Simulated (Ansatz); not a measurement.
The cluster PSe₂. Total charge 0; quartet. Geometry PBE-D4/def2-TZVP; atoms count from 1.

```tsv
atom	x (Å)	y (Å)	z (Å)
P1	-0.147	-0.590	0.996
Se2	0.400	1.465	0.243
Se3	-0.253	-0.876	-1.239
```

At PBE0-D4/def2-TZVP a doublet of charge 0 lies 1.11 eV below the quartet, each at its own geometry. The structure comes from a short search, and lower isomers may exist.

(1) Estimate the Mulliken populations from the PBE0/def2-TZVP orbitals of Ansatz.

(2) Where does the spin sit?

(3) And the Mayer bond orders between bonded heavy atoms (over 0.3)?

Answers

(1) 
| atom | charge (e) | spin (α − β) |
| --- | --- | --- |
| P1 | 0.02 | 0.64 |
| Se2 | -0.01 | 1.18 |
| Se3 | -0.01 | 1.18 |
Mulliken values and Mayer orders depend strongly on the basis.

(2) Summed by element: P 0.64, Se 2.36, of 3 unpaired in all. Largest on single atoms: Se2 1.18, Se3 1.18, P1 0.64.

(3) P1–Se2 1.25 (2.26 Å); P1–Se3 1.25 (2.26 Å); Se2–Se3 0.72 (2.85 Å).
